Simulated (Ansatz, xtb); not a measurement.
**Two structures of FGaH4Si2**

Structure I is a singlet given by its coordinates and structure II is a singlet given by its coordinates. Both are isolated molecules in the gas phase, relaxed with PBE0-D3(BJ)/def2-SVP.

I (Å):

```json
{"atom": "F", "x (Å)": "0.3116", "y (Å)": "1.8647", "z (Å)": "1.6608"}
{"atom": "Ga", "x (Å)": "0.7731", "y (Å)": "0.9391", "z (Å)": "-0.3110"}
{"atom": "Si", "x (Å)": "0.1990", "y (Å)": "0.2844", "z (Å)": "2.3660"}
{"atom": "Si", "x (Å)": "0.4936", "y (Å)": "-1.2047", "z (Å)": "0.5515"}
{"atom": "H", "x (Å)": "-1.1116", "y (Å)": "0.3252", "z (Å)": "3.0830"}
{"atom": "H", "x (Å)": "1.2808", "y (Å)": "0.3028", "z (Å)": "3.3968"}
{"atom": "H", "x (Å)": "-0.8410", "y (Å)": "-0.5458", "z (Å)": "0.0039"}
{"atom": "H", "x (Å)": "0.6956", "y (Å)": "2.2356", "z (Å)": "-1.1983"}
```

Close contacts (Å): F1–Ga2 2.23, F1–Si3 1.73, Ga2–Si3 2.82, Ga2–Si4 2.33, Si3–Si4 2.37, Ga2–H7 2.22, Ga2–H8 1.57, Si3–H5 1.49, Si3–H6 1.49, Si4–H7 1.59.

II (Å):

```csv
atom,x (Å),y (Å),z (Å)
F,-0.9240,3.0534,0.2929
Ga,-0.5818,1.8336,-0.9083
Si,-0.0268,0.2399,-2.5018
Si,-2.2063,-0.6787,-2.0123
H,0.5754,-0.3708,-1.2147
H,-3.2734,0.1076,-2.7103
H,-2.6413,-0.8415,-0.5861
H,-2.1870,-2.0501,-2.6161
```

Close contacts (Å): F1–Ga2 1.75, Ga2–Si3 2.32, Si3–Si4 2.42, Si3–H5 1.55, Si4–H6 1.50, Si4–H7 1.50, Si4–H8 1.50.

**Question.** Estimate which is lower in electronic energy at CCSD(T)/def2-SVP + ΔMP2/def2-TZVPP, and by roughly how much.

**Answer.** The CCSD(T)/def2-SVP + ΔMP2/def2-TZVPP calculation puts structure I lower, by 4.4 kcal/mol.

Level by level:

| level | geometry | E(II) − E(I) (kcal/mol) | departure from the last row (kcal/mol) | job, with rough time for the two |
| --- | --- | --- | --- | --- |
| PBE0-D3(BJ)/def2-SVP | PBE0-D3(BJ)/def2-SVP | +3.8 | −0.6 | optimisation, 61 s |
| HF/def2-SVP | PBE0-D3(BJ)/def2-SVP | +3.5 | −0.9 | part of the CCSD(T) run |
| MP2/def2-SVP | PBE0-D3(BJ)/def2-SVP | +2.8 | −1.5 | part of the CCSD(T) run |
| CCSD(T)/def2-SVP | PBE0-D3(BJ)/def2-SVP | +2.5 | −1.9 | single point |
| CCSD(T)/def2-SVP + ΔMP2/def2-TZVPP | PBE0-D3(BJ)/def2-SVP | +4.4 |  | single point, 14 s |

The levels shown agree on the order. The largest departure from CCSD(T)/def2-SVP + ΔMP2/def2-TZVPP is that of CCSD(T)/def2-SVP, 1.9 kcal/mol. Levels run at GFN2-xTB geometries aren't shown. The last row adds to CCSD(T) the change of the MP2 difference between the two basis sets, here +1.9 kcal/mol.

With harmonic frequencies from PBE0-D3(BJ)/def2-SVP (ideal gas, rigid rotor, one conformer each, 298.15 K, 1 atm): on the last row, ΔE + ΔZPE = +4.7 kcal/mol. A mode under 50 cm⁻¹ makes harmonic enthalpies and free energies unreliable, so none is given.

The correlated steps freeze 20 core orbitals; the filled d shell of Ga is correlated, in a basis made for valence electrons. Programs: Ansatz 0.2.0; the last row on 2 threads of Intel(R) Xeon(R) 6975P-C (Granite Rapids) on a shared host.
